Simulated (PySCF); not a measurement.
Species: C7H11OP.
SMILES: `CC(=O)CP1CC=CC1`

Computed with PySCF, TDDFT B3LYP/def2-SVPD, vertical, gas phase, core orbitals frozen in the response. The structure is a single PBE0-D3(BJ)/def2-SVP conformer in the gas phase; no vibrational or solvent corrections.

```tsv
state	E (eV)	λ (nm)	ν̃ (cm⁻¹)	f	|μ| (D)	main configurations (H = HOMO, L = LUMO)
S1	4.33	286.1	34950	0.0025	0.39	H-1→L (63%), H-2→L (33%)
S2	4.86	255.0	39210	0.0086	0.68	H→L (96%)
S3	5.44	228.0	43860	0.0071	0.59	H-2→L (66%), H-1→L (32%)
S4	5.69	218.0	45870	0.0047	0.47	H→L+1 (95%)
S5	6.21	199.6	50090	0.0052	0.47	H-1→L+1 (79%), H-2→L+1 (10%)
S6	6.25	198.4	50390	0.052	1.49	H→L+2 (57%), H→L+3 (38%)
S7	6.33	195.8	51080	0.040	1.29	H→L+3 (57%), H→L+2 (39%)
S8	6.42	193.2	51770	0.0062	0.50	H-1→L+2 (83%)
S9	6.50	190.8	52400	0.0004	0.13	H-1→L+3 (44%), H-2→L+1 (22%), H-2→L+3 (16%)
S10	6.58	188.4	53090	0.0039	0.40	H→L+4 (70%), H-1→L+3 (17%)
```

Triplets (Tamm–Dancoff): T1 3.80 eV, H-1→L (60%), H-2→L (35%); T2 4.31 eV, H-2→L+1 (49%), H-1→L+1 (39%); T3 4.57 eV, H→L (89%); T4 5.23 eV, H→L+1 (31%), H→L+2 (30%), H→L+3 (18%).

The lowest singlet lies at 4.33 eV (286 nm, ultraviolet) and is very weak; its leading configuration is HOMO-1→LUMO (63%). The most intense listed level is S6 at 6.25 eV (198 nm, f = 0.052), 1.91 eV above S1. Löwdin shares by element: HOMO phosphorus 57%, carbon 26% or more (atoms not listed hold the other 17%); LUMO carbon 42% or more, oxygen 31%, phosphorus 8% (atoms not listed hold the other 20%). Of the 10 states listed, 2 reach f = 0.01 and 1 stays under 0.0005. The oscillator strengths of these states sum to 0.131; summed over the whole spectrum of an exact calculation they would give the number of electrons, 76 (Thomas–Reiche–Kuhn). Weighted by f, the mean energy of these states is 6.10 eV. All these states lie below the vertical ionisation energy of 8.74 eV (ΔSCF). The window holds the lowest 10 singlets.

On Intel Xeon Platinum 8488C, one thread, shared host with 96 logical CPUs at a one-minute load of 75, this took 10 min of wall time (with the writing of density and orbital grids) and 1.2 GiB of memory at its peak.
